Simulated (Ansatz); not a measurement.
One change: `C[SiH](C)[AlH][OH]` becomes `C[SiH](C)[SiH3]`.

Ansatz, PBE0-D4/def2-TZVP geometries, multiplicity 1. Each molecule was computed in one conformer, which needn't be the lowest.

```tsv
property	`C[SiH](C)[AlH][OH]`
HOMO–LUMO gap (ωB97M-V/def2-TZVPP) / eV	9.43
HOMO–LUMO gap (PBE0/def2-TZVPP) / eV	5.81
HOMO energy (PBE0/def2-TZVPP) / eV	-7.00
HOMO energy (PBE/def2-TZVPP) / eV	-5.91
LUMO energy (B3LYP/def2-TZVPP) / eV	-1.38
ideal-gas entropy at 298 K and 1 bar (rigid rotor, harmonic PBE0-D4/def2-TZVP) / J/(mol·K)	403
```

Task: Give the same properties after the change, and the shifts. (Estimate.)

Result: Ansatz gave: 
```json
{"property": "HOMO–LUMO gap (ωB97M-V/def2-TZVPP) / eV", "`C[SiH](C)[SiH3]`": "11.76", "shift": "2.33"}
{"property": "HOMO–LUMO gap (PBE0/def2-TZVPP) / eV", "`C[SiH](C)[SiH3]`": "8.13", "shift": "2.32"}
{"property": "HOMO energy (PBE0/def2-TZVPP) / eV", "`C[SiH](C)[SiH3]`": "-7.74", "shift": "-0.74"}
{"property": "HOMO energy (PBE/def2-TZVPP) / eV", "`C[SiH](C)[SiH3]`": "-6.62", "shift": "-0.71"}
{"property": "LUMO energy (B3LYP/def2-TZVPP) / eV", "`C[SiH](C)[SiH3]`": "0.19", "shift": "1.57"}
{"property": "ideal-gas entropy at 298 K and 1 bar (rigid rotor, harmonic PBE0-D4/def2-TZVP) / J/(mol·K)", "`C[SiH](C)[SiH3]`": "366", "shift": "-37"}
```

With PBE0 the HOMO falls by 0.74 eV and the LUMO rises by 1.58 eV, so the gap widens by about 2.32 eV. PBE moves the HOMO by -0.71 eV and ωB97M-V by -0.77 eV. Modes under 60 cm⁻¹, often nearly free rotors, make the harmonic entropy too high.

Positive LUMOs are unbound, so they and the gaps depend on the basis.

B3LYP here is the variant with VWN-RPA as its local correlation; programs differ in this.
